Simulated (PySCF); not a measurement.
Input for PySCF: R-B3LYP/6-31G* on GeH6S (a complex), monomers drawn apart or pushed together.

```python
from pyscf import gto, scf, dft, mp
from pyscf.data.elements import chemcore

mol = gto.M(
    atom='''
    S     0.26693065    1.87326823    0.68986305
    H    -1.06393121    1.85931235    0.86539823
    H     0.24615322    0.72600221   -0.00715752
    Ge   -0.13176371   -0.45984783    3.23976318
    H    -0.90398637    0.81644082    3.60042495
    H     1.37082375   -0.16309496    3.16633388
    H    -0.62338536   -0.99116098    1.88455719
    H    -0.39132540   -1.52918408    4.31572543
    ''',
    basis='6-31g*',
    cart=True,
    charge=0, spin=0, verbose=3, max_memory=1800)
mf = dft.RKS(mol, xc='b3lyp')
mf.conv_tol = 1e-8
mf.max_cycle = 100
mf.kernel()
if not mf.converged:
    mf = mf.newton().run(mf.mo_coeff, mf.mo_occ)
```

Q: Predict the final total energy.

A: -2478.5358 hartree.
